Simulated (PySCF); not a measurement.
SiI₂, SMILES I[Si]I (connectivity only; charge and spin as stated), neutral, multiplicity 1. Heavy atoms are numbered as in [Si:1]([I:2])[I:3].

Geometry optimised at r2SCAN-D4/def2-SVP. The def2 effective core potentials stand for the cores of I; spin–orbit coupling is left out.

Level of theory: PySCF with HF/def2-TZVPD.

Mulliken values depend strongly on the basis, most of all with diffuse functions as here. ESP charges are fitted to the potential on shells at 1.4 to 2.0 van der Waals radii. Atomic charges (e), one atom of each kind:

```csv
atom,ESP fit,Mulliken
Si1,0.17,0.21
I2,-0.08,-0.11
```
